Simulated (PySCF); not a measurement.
Electronic structure of Ir⁶¹⁺ (iridium, charge +61) at the BP86 level

Configuration: [Ne] 3s2 3p4, high-spin 3P determinant. All numbers are calculated (PySCF 2.14, scalar relativity by spin-free X2C-1e, in an uncontracted even-tempered set (17 s from 16 bohr⁻², ratio 2.5; 12 p from 21 bohr⁻², ratio 2.5; 4 d from 86 bohr⁻², ratio 2.7; 4 f from 130 bohr⁻², ratio 2.7)).

```
Total energy                                                  : -13673.88 hartree
One-electron energy                                           : -14863.92 hartree
Hartree (Coulomb) energy                                      : 1372.99 hartree
Exchange-correlation energy                                   : -182.95 hartree
⟨S²⟩                                                          : 2.0001
⟨L²⟩                                                          : 2.000
Sum of ⟨r⟩                                                    : 1.614 bohr
Sum of ⟨r²⟩                                                   : 0.2560 bohr²
Traceless quadrupole moment −½Σ⟨3z² − r²⟩ along its main axis : -0.0140 e·bohr²
```

| shell | electrons | mean orbital energy (hartree) | spread (hartree) | rms radius, mean of both spins (bohr) |
| --- | --- | --- | --- | --- |
| 1s α | 1 | -2967.29970 | 0 | 0.0197 |
| 1s β | 1 | -2967.00147 | 0 | 0.0197 |
| 2s α | 1 | -660.43246 | 0 | 0.0787 |
| 2s β | 1 | -660.22015 | 0 | 0.0787 |
| 2p α | 3 | -599.41098 | 0.42474 | 0.0716 |
| 2p β | 3 | -599.10586 | 0.17221 | 0.0716 |
| 3s α | 1 | -262.87342 | 0 | 0.189 |
| 3s β | 1 | -262.00915 | 0 | 0.189 |
| 3p α | 3 | -244.83298 | 0.60003 | 0.188 |
| 3p β | 1 | -244.03773 | 0 | 0.188 |

Spin-orbit coupling is strong in this species (close to jj coupling), so the high-spin LS determinant is a model state, not a physical level.

Densities and radii are taken from the X2C orbitals without a picture-change correction, which distorts them close to the nucleus.
